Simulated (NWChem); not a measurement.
System: InCl, singlet; SMILES [Cl][In]

All runs: NWChem. Low-valent species are run as closed-shell singlets; no triplet was tried in these runs. The geometry was optimised at PBE0/def2-SVP. def2 effective core potentials on In; no spin-orbit coupling.

Taking B3LYP/def2-QZVP as the yardstick, which of these has the fewest basis functions while keeping “dipole (D)” within 0.05 D of it: B3LYP/def2-TZVP; B3LYP/def2-SVPD; B3LYP/def2-SVP; B3LYP/def2-TZVPP?

none of them.
| level | basis functions | dipole (D) | relative time (rough) |
|---|---|---|---|
| B3LYP/def2-SVP | 44 | 3.06 | 1 |
| B3LYP/def2-SVPD | 59 | 3.77 | 1 |
| B3LYP/def2-TZVP | 87 | 3.60 | 4 |
| B3LYP/def2-TZVPP | 92 | 3.60 | 4 |
| B3LYP/def2-QZVP | 152 | 3.67 | 40 |

The yardstick is one finite set, not the basis-set limit.
